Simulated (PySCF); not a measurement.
A calculated (M06-L, PySCF 2.14, def2-TZVP, no relativity, point nucleus) atom or ion has these occupied shells.

```tsv
shell	electrons	orbital energy (eV)	rms radius, mean of both spins (bohr)
1s α	1	-2783.2	0.106
1s β	1	-2782.4	0.106
2s α	1	-284.96	0.483
2s β	1	-284.53	0.483
2p α	3	-222.77	0.453
2p β	3	-221.87	0.453
3s α	1	-47.480	1.56
3s β	1	-42.141	1.56
3p α	3	-33.562	1.70
```

(1) Name the element and its charge.

Answers

(1) Cl²⁺ (chlorine, charge +2), in [Ne] 3s2 3p3, high-spin 4S determinant.
